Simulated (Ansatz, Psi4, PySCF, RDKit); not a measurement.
Dimer: HF (SMILES F) (first 2 atoms) with HCl (SMILES Cl); geometry from B3LYP-D3(BJ)/def2-TZVP, rigid monomers moved along the line of their centres of mass till H2···Cl3 is 4.12 Å.
(charge 0, multiplicity 1):
| atom | x (Å) | y (Å) | z (Å) |
|---|---|---|---|
| F | -0.0125 | -0.0839 | -0.1391 |
| H | 0.1544 | 0.1338 | 0.7509 |
| Cl | -0.0578 | 0.7963 | 4.8118 |
| H | -1.2724 | 0.3789 | 4.7930 |

```tsv
level	interaction energy (kJ/mol)	minus CCSD(T)/CBS(aug-cc-pV(T+d)Z, aug-cc-pV(Q+d)Z)	cost
UFF	-0.4	1.9	-
PBE-D4/def2-TZVPPD	-2.5	-0.2	×1
r2SCAN/def2-TZVPPD	-2.1	0.1	×2
r2SCAN-D4/def2-TZVPPD	-2.3	0.0	×2
B3LYP-D3(BJ)/def2-TZVPPD	-2.3	0.0	×1
B3LYP-D4/def2-TZVPPD	-2.2	0.1	×1
PBE0/def2-TZVPPD	-2.1	0.1	×1
PBE0-D3(BJ)/def2-TZVPPD	-2.5	-0.2	×1
SCS-MP2/aug-cc-pV(T+d)Z	-2.2	0.1	-
SCS-MP2/aug-cc-pV(Q+d)Z	-2.2	0.1	-
CCSD/aug-cc-pV(Q+d)Z	-2.2	0.1	-
CCSD(T)/aug-cc-pV(T+d)Z	-2.2	0.0	×20
CCSD(T)/CBS(aug-cc-pV(T+d)Z, aug-cc-pV(Q+d)Z)	-2.3	0.0	×800*
SAPT0/jun-cc-pV(D+d)Z	-2.4	-0.1	-
```

 The comparison column counts from a level with limits of its own.

The rows run from -2.5 (PBE0-D3(BJ)/def2-TZVPPD) to -0.4 kJ/mol (UFF). The dispersion term adds -0.2 in r2SCAN-D4, -0.3 in PBE0-D3(BJ).

Interaction energies are E(AB) − E(A) − E(B) at the monomers' geometry in the complex; basis-set methods are counterpoise corrected. RDKit's UFF carries no charges.

Frozen-core correlation. CBS(a, b) extrapolates the correlation energy as X⁻³ and adds the Hartree–Fock energy of set b.

Codes used: Ansatz (Gaussian orbitals); Psi4 for SAPT; PySCF for the dispersion terms; RDKit for the force fields. Each number belongs to the level named beside it.

Costs are rough ratios of core time to PBE/def2-TZVPPD (about 0.9 s over the structures, on one shared machine); a dash marks a level with no comparable run of its own. A star marks coupled-cluster runs past 200 virtual orbitals, where the program's memory plan changes under this machine's limit, so their costs aren't comparable with smaller runs.

Ansatz is a quantum-chemistry and plane-wave program.
